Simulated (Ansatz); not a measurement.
Molecule: BI2, net charge 0, doublet state. It need not be the lowest isomer of its formula. 
Coordinates optimised at B3LYP-D3(BJ)/def2-TZVP (Ansatz, a program for electronic structure):
```xyz
3

B      0.8267    -0.1246    -0.2499
I      0.2666    -1.0528     1.5507
I     -0.3446     1.0646    -1.5271
```
Charge 0, spin multiplicity 2.

Quantity: vertical electron affinity (to the triplet state of charge -1; a negative value means that the extra electron is unbound and the number depends on the basis; each state is the SCF solution reached for its spin), in eV. Correlated levels leave the core frozen unless marked. Open shells are spin-unrestricted. Spin-orbit coupling is left out. Frozen are the shells of the preceding noble gas and the d and f shells that filled before the atom's block. Past Kr the def2 sets carry scalar-relativistic core potentials. Anions need diffuse functions: def2-D sets add few. Basis-set limits of correlation are two-point, X^-3; Hartree-Fock from the larger set. [CCSD(T)-MP2]/basis is that difference in the basis named.

| level | program | vertical electron affinity (eV) |
|---|---|---|
| HF/def2-QZVPPD | Ansatz | 0.56 |
| PBE0/def2-TZVPD | Ansatz | 0.95 |
| wB97M-V/def2-TZVPD | Ansatz | 0.79 |
| wB97X-V/def2-TZVPD | Ansatz | 0.82 |

Q: What does RI-MP2/CBS(def2-TZVPPD,def2-QZVPPD)+[CCSD(T)-MP2]/def2-TZVPPD (Ansatz) give?

A: 0.89 eV
